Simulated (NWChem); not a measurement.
System: CH$_{5}$FOSi; SMILES O[Si@H](F)C

```xyz
9

C     -0.2708     1.6603     0.2185
Si     0.0220    -0.0927    -0.3627
O     -1.1100    -1.1723     0.2206
F      1.5194    -0.5235     0.1596
H     -0.1944     1.7349     1.3230
H     -1.2765     2.0162    -0.0842
H      0.4836     2.3477    -0.2158
H     -0.0128    -0.2537    -1.8465
H     -1.2722    -1.1367     1.1791
```
Atoms are numbered in this order, from 1.

Results from NWChem. Coordinates come from a PBE-D3(BJ)/def2-SVP optimisation. Level: B3LYP/def2-SVP with SMD (1 M gas to 1 M solution), gas-phase geometry. Reactions with the solvent are ignored.

| solvent | dielectric constant | solvation free energy (kcal/mol) | cavity-dispersion-structure term (kcal/mol) | dipole in solution (D) |
|---|---|---|---|---|
| water | 78.4 | -4.1 | 3.4 | 2.86 |
| diethyl ether | 4.24 | -4.5 | ? | ? |
| 1-octanol | 9.86 | -5.5 | 1.0 | 2.79 |
| ethylene glycol | 40.2 | -4.5 | 3.0 | 2.85 |

Question: Fill in the missing entries.

Answer: 
- diethyl ether, cavity-dispersion-structure term (kcal/mol): -0.8
- diethyl ether, dipole in solution (D): 2.64
